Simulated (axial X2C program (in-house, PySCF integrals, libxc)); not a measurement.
**Which molecule has these constants?**

All values come from calculations with an axial X2C code built on PySCF integrals, spin-free (one-electron X2C) or two-component (2c: spin–orbit coupling with atomic mean-field Coulomb and Gaunt terms, which also bring small scalar terms), in Dyall basis sets with cores contracted in-house; open shells are unrestricted.

A two-component PBE0 calculation in a Dyall 3-zeta basis gave Re = 2.920 Å, ωe = 156.7 cm⁻¹, De = 0.37 eV, dipole magnitude 0.26 D, Ω = 3.

Task: Which molecule is it?
A. CaCr
B. MgCr
C. SrCr

Result: B. The others have CaCr 3.174 Å and 129.6 cm⁻¹ (Ω = 3); SrCr 3.343 Å and 99.9 cm⁻¹ (Ω = 3).

Each entry is the lowest single determinant of a limited PBE0 search at one distance. De goes to single-determinant-based atoms at the same level (for ions the charge split of lowest energy) and is withheld (n/a) where an atom does not fit its ground term or J level. Main or longest-lived isotopes. One determinant is a doubtful description, or other states lie close, for MgCr, CaCr, SrCr; these need not be ground states, and all values refer to the states named. Some open-shell Ω = 0 determinants are out of reach, so the Ω given for MgCr, CaCr, SrCr need not be the lowest component. With several unpaired electrons the Ω given is that of one determinant, not necessarily of the lowest component.
